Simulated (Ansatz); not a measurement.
`[SiH3][CH2][SnH2][Cl]` + `FC1=C(S)[SiH2]1` → `[SiH3][CH2][SnH2][SH]` + `FC1=C(Cl)[SiH2]1`  (redistribution)

Isolated molecules relaxed with PBE0-D4/def2-TZVP in Ansatz; ΔE leaves out vibrations. CCSD(T)/CBS is the MP2 limit (def2-TZVPP, def2-QZVPP) plus CCSD(T) − MP2 in def2-TZVPP, frozen cores. Functionals use def2-TZVPP. Elements past krypton have def2 core potentials. For Sn outer-core shells are correlated without core-valence functions, which leaves a few kJ/mol of doubt a bond. One conformer a species, not always the lowest.

```tsv
species	PBE0 energy (Eh)
`[SiH3][CH2][SnH2][Cl]`	-1006.05625
`FC1=C(S)[SiH2]1`	-865.11200
`[SiH3][CH2][SnH2][SH]`	-944.64048
`FC1=C(Cl)[SiH2]1`	-926.50211
```

(1) Work out ΔE.

Largest T1 diagnostic among the species: 0.014.

## Answers

(1) ΔE = (-944.64048) + (-926.50211) − (-1006.05625) − (-865.11200) = 0.02566 Eh = +67.4 kJ/mol. CCSD(T)/CBS gives +68.0 kJ/mol.

From PBE to PBE0 (25 % exact exchange), in def2-TZVPP and without D4, ΔE moves by +3.4 kJ/mol. In def2-TZVPP, CCSD(T) changes the Hartree–Fock value by −14.9 kJ/mol (the triples alone add −2.2 kJ/mol) and MP2 by −13.3 kJ/mol.
